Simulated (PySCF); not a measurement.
# Unknowns

PySCF 2.14.0 with density-fitted response routines calculation with GIAO PBE0/pcSseg-1 shieldings, geometry: GFN2-xTB and J: B3LYP/pcJ-1 (spin–dipole term left out of most H,H and C,H couplings); relativity neglected, averaged over atoms made equivalent by symmetry, fast rotation or ring inversion, no solvent model, one computed conformer.

Shifts are taken against calculated references (same method and geometry level): ¹H (31.72 ppm) and ¹³C (186.93 ppm) vs TMS. Multiplet labels drop J under 1 Hz and among equivalent protons, and merge close values. Unscaled 3J(H,H) run several per cent high. Where no couplings were computed, multiplicities follow the n + 1 count of equivalent neighbours, and m marks all less simple cases (inequivalent or close neighbours, rings, F or P nearby). Shifts are as computed. Against solution values, carbons near 30 ppm lie about +3 ppm off and those near 130 ppm about +5 ppm. Of 1211 compounds with measured shifts, 218 miss one by over three times the rms of a fit or turn the order of signals round; such compounds aren't used in these exercises.

(1) C$_{6}$H$_{10}$. ¹H NMR (400 MHz, computed): δ 6.56 (dd, J = 18.3, 12.3 Hz, 1H), 5.79 (qq, J = 8.1, 1.9 Hz, 1H), 5.24 (dq, J = 18.3, 1.1 Hz, 1H), 5.22 (dq, J = 12.3, 1.1 Hz, 1H), 1.97 (d of sext, J = 8.1, 1.2 Hz, 3H), 1.86 (quint, J = 1.5 Hz, 3H). ¹³C{¹H} NMR (computed): δ 150.1, 140.9, 137.2, 116.0, 17.6, 13.1. Identify the compound.

(2) C$_{7}$H$_{16}$N$_{2}$. ¹H NMR (400 MHz, computed): δ 3.24 (m, 1H), 3.19 (m, 1H), 2.78 (s, 3H), 2.65 (s, 3H), 2.30 (m, 1H), 1.98 (m, 1H), 1.60 (m, 1H), 1.14 (m, 1H), 1.01 (m, 1H), 1.00 (d, 3H). ¹³C{¹H} NMR (computed): δ 48.8 (CH), 44.9 (CH2), 43.2 (CH3), 37.3 (CH3), 26.3 (CH2), 22.7 (CH3), 21.7 (CH2). Give a structure.

(3) C$_{6}$H$_{10}$. ¹H NMR (400 MHz, computed): δ 0.50 (m, 4H), 0.19 (m, 4H), -0.22 (m, 2H). ¹³C{¹H} NMR (computed): δ 18.5, 6.3. What is it?

## Answers

(1) SMILES C=C/C(C)=C/C. The formula gives 2 degrees of unsaturation (no ring in the answer). 6 carbon signals for 6 carbons: no two carbons are equivalent. Carbon types of the structure: 1 × C, 2 × CH, 1 × CH2, 2 × CH3, which accounts for all hydrogens. δC 150.1, 137.2: alkene CH; as expected for a trigonal carbon in a double bond. δC 140.9: fully substituted alkene carbon; as expected for a trigonal carbon in a double bond. δC 116.0: terminal =CH2 carbon; the olefinic region. δH 6.56, 5.79: hydrogen on an alkene CH; olefinic region. The protons at 5.24 and 6.56 share a coupling of 18.3 Hz (vicinal, trans across C=C). The protons at 5.22 and 6.56 share a coupling of 12.3 Hz (vicinal, cis across C=C). The protons at 5.79 and 1.97 share a coupling of 8.1 Hz (vicinal).

The shifts were computed for this structure.

(2) `C[C@H]1CCCN(C)N1C`. The formula gives 1 degree of unsaturation (1 ring in the answer). 7 carbon signals for 7 carbons: no two carbons are equivalent. Carbon types of the structure: 1 × CH, 3 × CH2, 3 × CH3, which accounts for all hydrogens. δC 44.9: sp3 CH2 bonded to N; deshielded by the electronegative neighbour. δC 43.2, 37.3: methyl carbon bonded to N; pulled downfield by the heteroatom. δH 3.24, 2.30: hydrogen on an sp3 CH2 bonded to N; its carbon carries N, hence the downfield position. δH 3.19: hydrogen on an sp3 CH bonded to N; its carbon carries N, which withdraws density.

The data come from this structure; uniqueness wasn't tested.

(3) bicyclopropyl (C1CC1C1CC1). The formula gives 2 degrees of unsaturation (2 rings in the answer). 2 carbon signals for 6 carbons: some carbons are equivalent by symmetry or fast rotation. Carbon types of the structure: 2 × CH, 4 × CH2, which accounts for all hydrogens. δC 18.5, 6.3: three-membered-ring carbon; carbons of three-membered rings are unusually shielded. δH 0.50, 0.19, -0.22: hydrogen on a three-membered-ring carbon; cyclopropane-type protons are shielded by the ring.

This is the structure that produced the data.
